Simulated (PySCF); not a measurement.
CrF4, triplet: molecular constants

Computed with UPBE0/[Cr def2-SVP, F def2-SVP], no relativity, density fitting, PySCF.

The structure is a minimum.

```
Point group                                                                   : Td
Bond lengths                                                                  : Cr–F 1.683 Å (×4)
Bond angles                                                                   : F–Cr–F 109.5° (×6)
Enthalpy at 298.15 K above 0 K                                                : 17.82 kJ/mol
Dipole moment                                                                 : 0.00 D
Spin squared ⟨S²⟩                                                             : 2.015
Highest occupied level (α)                                                    : -10.01 eV
Entropy at 298.15 K and 1 bar (electronic part: spin only)                    : 313.9 J/(mol K)
Zero-point energy                                                             : 25.7 kJ/mol
Rotational constants                                                          : 0.1175, 0.1175, 0.1175 cm⁻¹
Principal quadrupole moments (Buckingham, traceless) about the centre of mass : 0.00, 0.00, 0.00 D Å
Atomisation energy without zero-point energy                                  : 1687 kJ/mol
Heat capacity Cp at 298.15 K                                                  : 82.1 J/(mol K)
Lowest empty level (α)                                                        : -4.26 eV
Principal polarisabilities                                                    : 25.2, 25.2, 25.2 bohr³
Rotational symmetry number                                                    : 12
```

Harmonic modes (masses in u: Cr 51.941, F 18.998):
| symmetry | ω (cm⁻¹) | IR (km/mol, summed over degenerate members) | μ (u) | type |
| --- | --- | --- | --- | --- |
| t2 | 213 | 79.2 | 22.66 | bend |
| e | 213 | 0.0 | 19.00 | bend |
| a1 | 751 | 0.0 | 19.00 | stretch |
| t2 | 825 | 532 | 24.21 | stretch |

In Td the vibrations span 2t2 + e + a1. The a1, e modes carry no infrared intensity, as symmetry demands.

Charges (e):
| atom | Mulliken | Löwdin | polar tensor | spin (Mulliken) | Mayer order to Cr1 |
| --- | --- | --- | --- | --- | --- |
| Cr1 | 1.41 | 0.49 | 2.39 | 1.86 | – |
| F2,3,4,5 | -0.35 | -0.12 | -0.60 | 0.04 | 1.01 |

Mulliken populations on Cr1: s 6.13, p 12.44, d 4.01, f 0.02.

Formally Cr is in oxidation state +4, d2, with 2 unpaired electrons (the high-spin count). The Mulliken spin on Cr is 1.86. The polar-tensor charge on Cr, 2.39, is far below the formal one.

This need not be the most stable arrangement of these atoms. With open d or f shells other occupations or spin states may lie lower.

The final relaxation and frequency run took 33 s on 2 threads of a shared Arm Neoverse V2 host, with 87 basis functions and 6 gradients; the process peaked at 1.2 GiB. Launch command: `OMP_NUM_THREADS=2 python axn.py task.json out`.
